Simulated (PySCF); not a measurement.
**How methods differ on the ionisation energy of Ne⁺**

Ne⁺ [He] 2s2 2p5 (2P) → Ne²⁺ [He] 2s2 2p4 (3P), as a difference of total energies. Computed with PySCF 2.14 in aug-cc-pwCVDZ (5s4p2d, 27 functions), with no relativity, point nucleus. Correlated levels: valence and next inner shell: nothing frozen. The calculations carry no spin-orbit coupling.

```
                                method  ionisation energy (eV)
                                   UHF                  39.302
    MP2 (valence and next inner shell)                  40.561
SCS-MP2 (valence and next inner shell)                  40.504
   CCSD (valence and next inner shell)                  40.493
CCSD(T) (valence and next inner shell)                  40.517
  CCSDT (valence and next inner shell)                  40.517
```

Errors of the correlated levels include the incompleteness of this basis.

Problem. Which method comes closest to the reference value, and which is furthest?

Solution. The reference is 40.963 eV (measured; NIST Atomic Spectra Database, ionization energies). Closest: MP2 (valence and next inner shell) (error -0.402 eV); furthest: UHF (error -1.661 eV).
